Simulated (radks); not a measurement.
The numbers below are computed, except where a source is named.
Task: Valence configurations of B+ (all share [He]). Level of theory: Dirac Kohn-Sham, BLYP, spin-unpolarised, spherical densities, point nucleus; open shells are shared between the two j in proportion to 2j + 1 (a radial shooting solver on a logarithmic mesh with Libxc functionals). Order these by energy: 2s0.5 2p1.5; 2s1.5 2p0.5; 2s2; 2s1 2p1; 2p2.

Result: From the lowest, in eV above it: 2s2 0.000; 2s1.5 2p0.5 3.027; 2s1 2p1 6.052; 2s0.5 2p1.5 9.079; 2p2 12.106. NIST lists [He] 2s2 as the ground configuration; this level of theory agrees among the configurations tried. The energies are those of spherical spin-averaged densities, not of single terms.
